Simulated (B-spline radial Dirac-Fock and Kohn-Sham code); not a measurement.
## Photoionisation of hafnium ions at Cu Kα (8047.8 eV)

The computed values come from a B-spline atomic structure program: the independent-particle Dirac-Slater model, thresholds from Dirac-Fock. Cross sections in kb; a dash marks an empty subshell or a threshold above the photon energy.

| ion | configuration | total | 3s | 3p3/2 | 4d3/2 | 5p1/2 | 5d5/2 |
| --- | --- | --- | --- | --- | --- | --- | --- |
| Hf | [Xe] 4f14 5d2 6s2 | 44.61 | 5.22 | 11.2 | 1.07 | 0.204 | 0.0144 |
| Hf⁺ | [Xe] 4f14 5d1 6s2 | 44.62 | 5.22 | 11.2 | 1.07 | 0.206 | 0.00878 |
| Hf²⁺ | [Xe] 4f14 5d2 | 44.60 | 5.22 | 11.2 | 1.07 | 0.205 | 0.0180 |
| Hf⁵⁺ | [Xe] 4f13 | 44.72 | 5.22 | 11.2 | 1.08 | 0.232 | – |
